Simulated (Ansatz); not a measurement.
Born–Oppenheimer molecular dynamics of F2H4N2Zr (9 atoms, charge 0, multiplicity 1). It starts from a relaxed structure.

All numbers below come from RKS r2SCAN/def2-SVP in Ansatz.

```
ensemble        : NVT, Langevin thermostat
time step       : 0.5 fs
steps asked     : 100
set temperature : 700 K
friction        : 0.001 /fs
masses          : H 3.016 u
seed            : 552309
```

First frame:

```xyz
9
Properties=species:S:1:pos:R:3
Zr 0.003 0.030 0.004
F 0.134 0.048 1.923
N 1.886 0.013 -0.764
H 2.567 -0.727 -0.586
H 2.326 0.700 -1.375
N -0.888 1.722 -0.680
H -1.480 1.794 -1.509
H -0.929 2.617 -0.191
F -0.921 -1.536 -0.623
```

Task: How far do the bonds stretch over the last three quarters of this one trajectory? (Pairs bonded in most of those frames.)

Result: 
```json
{"bond": "Zr1–F2", "mean (Å)": "1.936", "spread (Å)": "0.018", "shortest": "1.90", "longest": "1.96"}
{"bond": "Zr1–N3", "mean (Å)": "2.051", "spread (Å)": "0.053", "shortest": "1.98", "longest": "2.11"}
{"bond": "Zr1–N6", "mean (Å)": "2.030", "spread (Å)": "0.030", "shortest": "1.96", "longest": "2.07"}
{"bond": "Zr1–F9", "mean (Å)": "1.920", "spread (Å)": "0.015", "shortest": "1.90", "longest": "1.95"}
{"bond": "N3–H4", "mean (Å)": "1.024", "spread (Å)": "0.026", "shortest": "0.98", "longest": "1.06"}
{"bond": "N3–H5", "mean (Å)": "1.021", "spread (Å)": "0.012", "shortest": "1.00", "longest": "1.04"}
{"bond": "N6–H7", "mean (Å)": "1.027", "spread (Å)": "0.026", "shortest": "0.99", "longest": "1.07"}
{"bond": "N6–H8", "mean (Å)": "1.023", "spread (Å)": "0.019", "shortest": "1.00", "longest": "1.06"}
```

Pairs bonded in part of these frames only: Zr1–H7 42 %.

Mean temperature of the second half: 413 K. The mean temperature of the second half is 41 % below the set value. A run of 0.05 ps of so small a system gives no equilibrium averages.

The run took 3.2 min on 2 threads of Intel(R) Xeon(R) 6975P-C (Granite Rapids) (shared host), peak memory 0.2 GiB.
